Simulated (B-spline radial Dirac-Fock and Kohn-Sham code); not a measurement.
# X-ray scattering factor of Sb⁴³⁺

System: the Sb⁴³⁺ ion, [He] 2s2 2p4.

Model: configuration-average Dirac-Fock orbitals. Program: a radial atomic solver. f₀ is the Fourier transform of the spherical electron density, S the Waller-Hartree incoherent function, and s = sin θ/λ.

```tsv
s (Å⁻¹)	f₀	S
0	8.000	0.000
0.05	7.998	0.002
0.1	7.994	0.008
0.15	7.986	0.018
0.2	7.975	0.032
0.25	7.960	0.050
0.3	7.943	0.072
0.35	7.923	0.098
0.4	7.899	0.127
0.45	7.873	0.161
0.5	7.844	0.198
0.6	7.776	0.283
0.7	7.697	0.381
0.8	7.608	0.492
0.9	7.509	0.615
1	7.399	0.749
1.1	7.282	0.892
1.2	7.155	1.044
1.4	6.882	1.370
1.6	6.584	1.717
1.8	6.270	2.076
2	5.943	2.438
2.5	5.115	3.317
3	4.327	4.097
3.5	3.629	4.742
4	3.043	5.252
5	2.209	5.946
6	1.725	6.371
```

f₀ starts at the number of electrons, 8, and has fallen to half at s ≈ 3.23 Å⁻¹. The sum of ⟨r²⟩ over the electrons is 0.08608 bohr².

Values without a named source are computed, but for edge energies of neutral atoms, which are taken from tables.
